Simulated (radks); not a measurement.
Effect of the nuclear size on neutral mercury, [Hg]. All-electron calculation, Dirac Kohn-Sham, PBE, spin-unpolarised, spherical densities, finite nucleus; Fermi nuclear charge, rms radius 5.4648 fm. Program: a radial shooting solver on a logarithmic mesh with Libxc functionals. The rms radius is varied about that value; shifts are against it.

rms radius (fm)  total energy shift (eV)  density at nucleus (e/bohr^3)  1s1/2 shift (meV)  2s1/2 shift (meV)  4p1/2 shift (meV)  5s1/2 shift (meV)  5p1/2 shift (meV)  6s1/2 shift (meV)  6p1/2 (empty) shift (meV)
4.5139                             -34.6                      2.514e+06             -13800              -2060              -1.92              -23.2              0.648              -1.53                      0.449
5.1096                             -13.4                      2.389e+06              -5350               -798             -0.746              -8.95              0.250             -0.593                      0.174
5.4648                                 0                      2.324e+06              0.000              0.000              0.000              0.000              0.000              0.000                      0.000
5.9512                              19.2                      2.244e+06               7670               1140               1.08               12.8             -0.356              0.849                     -0.249
6.5851                              45.6                      2.152e+06              18200               2720               2.58               30.5             -0.844               2.02                     -0.591

Slopes of the eigenvalues against <r^2> in GHz/fm^2, as finite differences over the two radii next to the reference (eigenvalue slopes, not the field-shift constants of lines): 1s1/2 338000, 2s1/2 50400, 4p1/2 47.4, 5s1/2 566, 5p1/2 -15.7, 6s1/2 37.4, 6p1/2 (empty) -11.0.
